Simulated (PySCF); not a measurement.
A structure optimised at PBE-D3(BJ)/def2-SVP, used in a PySCF frequency run:

```xyz
3

Hg     0.0000     0.0000     0.0000
I      0.0000     0.0000    -2.6330
I      0.0000     0.0000     2.6330
```

Write its SMILES, formula and point group.

[I][Hg][I], HgI2, D∞h

What are its rotational constants (standard atomic weights)?

0.28721 GHz (linear rotor, B only)
